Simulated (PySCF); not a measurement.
Task: What does the PBE0-D3(BJ)/def2-SVP structure of `N#C[C@@H]1C[C@H](F)CO1` look like in three dimensions?

Result: 
```xyz
14
C5H6FNO angstrom
N      2.7626    0.4116   -1.3018
C      1.9737    0.0554   -0.5350
C      0.9943   -0.3978    0.4745
C     -0.2171   -1.0945   -0.1536
C     -1.1058    0.0907   -0.4846
F     -0.7418    0.6085   -1.7068
C     -0.7749    1.0841    0.6223
O      0.4593    0.6816    1.1936
H      1.5353   -1.0485    1.1802
H     -0.6954   -1.7326    0.6037
H      0.0129   -1.6961   -1.0424
H     -2.1765   -0.1622   -0.5312
H     -0.7004    2.0974    0.1950
H     -1.5420    1.0873    1.4136
```

Any rigid rotation of these coordinates is as good. Atoms count from 1 in this order. The 5-membered ring C3–C4–C5–C7–O8 has internal angles of 101.4° to 110.1°; it is puckered, 0.16 Å rms from its mean plane, widest ring torsion 36°. Of the pairs four or more bonds apart, C2···F6 is among the closest relative to their van der Waals radii: 3.01 Å, 95 % of the sum of Bondi's values. The C–C distances run from 1.478 Å (C2–C3, drawn single) to 1.532 Å (C3–C4, drawn single), a spread of 0.054 Å.

Bonds between heavy atoms (Å): N1≡C2 1.156, C2–C3 1.478, C3–C4 1.532, C4–C5 1.518, C5–F6 1.376, C5–C7 1.524, C7–O8 1.418, C3–O8 1.403.

Level of theory: PySCF, PBE0-D3(BJ)/def2-SVP geometry optimisation, gas phase.

Point group: C1 (no symmetry element, even within 0.4 Å). Stationary, but not proved a minimum. One conformer, not necessarily the lowest (C2–C3–C4–C5 -85°, C3–C4–C5–F6 85°, C4–C5–C7–O8 18°, C5–C7–O8–C3 5°).

Hardware: one thread, Arm Neoverse V2 (aarch64), shared host with 96 logical CPUs at a one-minute load of 54. Cost: 1.8 min, 0.58 GiB resident at most. That covers the optimisation of the geometry.
